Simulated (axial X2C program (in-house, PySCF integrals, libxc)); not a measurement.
## Bond lengths and stretching modes, held linear, of OGeO

Calculated with an axial X2C code built on PySCF integrals: two-component X2C with atomic mean-field Coulomb and Gaunt terms, Gaussian nuclei, basis O dyall-av3z, Ge dyall-v3z with contracted cores. Spin-free rows use the one-electron spin-free X2C Hamiltonian.

Masses O 15.995, Ge 73.921, O 15.995 u. States: 2c Ω = 0 (all partner blocks equally filled); spin-free M_S = 0, Λ = 0 (closed shell).

MP2, 2c: energies above the lowest point

```
r(O–Ge) (Å)  r(Ge–O) (Å)  E (meV)
     1.5697       1.5697   139.06
     1.5697       1.6100    70.47
     1.5697       1.6502    87.25
     1.6100       1.5697    70.47
     1.6100       1.6100     0.00
     1.6100       1.6502    14.68
     1.6100       1.6905   100.49
     1.6502       1.5697    87.25
     1.6502       1.6100    14.68
     1.6502       1.6502    26.83
     1.6905       1.6100   100.49
     1.6905       1.6905   189.23
```

Fit a quadratic surface with cubic terms in each bond: where is the minimum, and what are the two stretching wavenumbers?

At MP2, 2c: bonds 1.623 and 1.623 Å; harmonic stretches 903.2 and 1116.2 cm⁻¹; force constants 7.94, 7.94 and coupling -0.25 mdyn/Å.

The other levels and Hamiltonians give:

```
Hamiltonian   level  r(O–Ge) (Å)  r(Ge–O) (Å)  lower stretch (cm⁻¹)  upper stretch (cm⁻¹)
         2c    PBE0        1.609        1.609                 913.6                1094.2
         2c      HF        1.584        1.584                 984.1                1149.7
         2c  r2SCAN        1.615        1.615                 897.5                1081.0
  spin-free    PBE0        1.608        1.608                 913.7                1094.3
  spin-free      HF        1.584        1.584                 984.3                1149.7
  spin-free  r2SCAN        1.615        1.615                 897.6                1081.1
  spin-free     MP2        1.623        1.623                 903.0                1116.1
```

Each state is one determinant, the lowest of a limited PBE0 search; the stretches come from a fit to these few points and carry an uncertainty of a few per cent. Other orders of the atoms were not compared. MP2 freezes inner shells (threshold -2 hartree). The molecule was held linear; bending was not examined, so a bent shape may lie lower.
